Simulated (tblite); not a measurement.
Compound: C2H4BCl3Ge.
Numbering: `[CH2:1]=[CH:2][Ge@H:3]([Cl:4])[B:5]([Cl:6])[Cl:7]` (hydrogens: H8, H9 on C1; H10 on C2; H11 on Ge3)

Computed with GFN2-xTB (tblite), gas phase: L-BFGS steps from a force-field or distance-geometry start until the largest atomic force falls under 0.01 eV/Å.

Geometry at step 7:
```
atom  x, y, z in Å
C1     -1.4147    0.0036   -1.1408
C2     -1.2318   -0.6271    0.0064
Ge3     0.3983   -0.3252    1.0763
Cl4    -0.1379    0.9562    2.6830
B5      1.8054    0.5568   -0.0985
Cl6     1.8013    2.2400   -0.3254
Cl7     2.9121   -0.4059   -0.9537
H8     -2.2833   -0.1310   -1.7657
H9     -0.6853    0.7016   -1.5263
H10    -1.9925   -1.3118    0.3488
H11     0.8339   -1.6546    1.6699
```

Question: What forces act on the atoms?

Answer: 
```csv
atom,Fx (eV/Å),Fy (eV/Å),Fz (eV/Å)
C1,0.031,0.114,-0.169
C2,0.007,-0.011,-0.009
Ge3,-0.178,-0.076,0.003
Cl4,0.001,-0.051,0.042
B5,0.093,0.051,-0.010
Cl6,0.048,0.141,-0.041
Cl7,0.131,-0.036,-0.082
H8,-0.087,-0.052,0.047
H9,0.020,0.001,0.008
H10,-0.003,-0.062,0.119
H11,-0.062,-0.020,0.092
```

The largest, 0.21 eV/Å, acts on C1; the rms over all components is 0.076 eV/Å. The forces sum to zero within rounding, as they must for an isolated molecule in no field.

Question: Give the force on C1 in Eh/bohr and in nN.

Answer: 0.206 eV/Å ÷ 51.422 = 0.00401 Eh/bohr, and 0.206 eV/Å × 1.602 = 0.33 nN.

Question: How far is this geometry from the end of the optimisation?

Answer: 0.039 eV above it, and 0.378 Å rms away after alignment. The bonds farthest from their final lengths, with half the difference of the two atoms' forces along the bond (positive lengthens):

| bond | now (Å) | final (Å) | force along bond (eV/Å) |
| --- | --- | --- | --- |
| Ge3–B5 | 2.034 | 2.065 | +0.13 |
| Ge3–Cl4 | 2.124 | 2.130 | 0.00 |
| Ge3–H11 | 1.520 | 1.524 | +0.01 |
| B5–Cl6 | 1.698 | 1.703 | +0.05 |
| C2–H10 | 1.079 | 1.083 | +0.04 |
| C2–Ge3 | 1.973 | 1.970 | -0.08 |

The angle farthest from its final value is C2–Ge3–B5, 108.9° against 116.4°.

The cost below is that of the whole relaxation. Time: 1.4 s wall. Hardware: one thread of an Arm Neoverse N1, on a shared host.
